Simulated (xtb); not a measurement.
Harmonic IR lines of one isomer of C3H5N, unscaled. Computed with GFN2-xTB (xtb).

| wavenumber (cm⁻¹) | relative intensity |
|---|---|
| 238 | 20 |
| 338 | 25 |
| 640 | 25 |
| 673 | 24 |
| 911 | 90 |
| 1004 | 100 |
| 1097 | 12 |
| 1292 | 20 |
| 1570 | 24 |
| 2280 | 7.1 |
| 2927 | 29 |
| 2939 | 33 |
| 3384 | 6.8 |
| 3413 | 7.3 |

Say which structure gives these lines.
(A) `C=C=NC`
(B) `C#CCN`
(C) `NC1C=C1`
(D) `[H]/N=C\C=C`

B, `C#CCN`
